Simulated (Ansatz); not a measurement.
Ansatz (a program for electronic structure) input (B2PLYP/def2-TZVPD):

Ansatz 0.2 input:
```yaml
crystal:
  periodic: [false, false, false]
  atoms:
    - {symbol: In, position_ang: [-0.00000000, -0.00000000, -1.45502438]}
    - {symbol: I, position_ang: [0.00000000, 0.00000000, 1.34521122]}
basis:
  gaussian:
    orbitals: def2-TZVPD
hamiltonian:
  xc: {name: B2PLYP}
total_charge: 1
magnetization: {spin_polarized: true, initial_magnetization: 1}
correlation: {electrons: outside_noble_gas}
```

End of the output:

```
integrals: 0.11 GiB planned
1045 factors; integrals over basis functions are off by at most 4.5e-4 eV
mean field: 0.71 GiB planned
mean field evaluation 1: about -13248.0324 eV, gradient 2.2e1 eV
mean field evaluation 2: about -13248.0373 eV, gradient 2.2e1 eV
mean field evaluation 4: about -13251.7903 eV, gradient 3.9e0 eV
mean field evaluation 8: about -13251.9125 eV, gradient 7.3e-1 eV
mean field evaluation 16: about -13251.9243 eV, gradient 4.4e-3 eV
mean field evaluation 32: about -13251.8242 eV, gradient 4.9e-1 eV
mean field evaluation 64: about -13231.5591 eV, gradient 1.7e1 eV
mean field -13251.92426531 eV, -486.9992342731 hartree, gradient 6.1e-6 eV, S^2 0.769803; 7 other end points of the search recorded, 0 dependent functions left out
18 core orbitals not correlated
reference -13251.92438550 eV, -486.9992386900 hartree; 5, 4 occupied and 92, 93 virtual orbitals, 1045 factors
second order -5.21363606 eV of doubles, -0.00000000 eV of singles
Total energy: -13253.33206723 eV, -487.0509700396 hartree
```

This state (charge 1, doublet) is run at the relaxed geometry of the species with charge 0 and multiplicity 3.
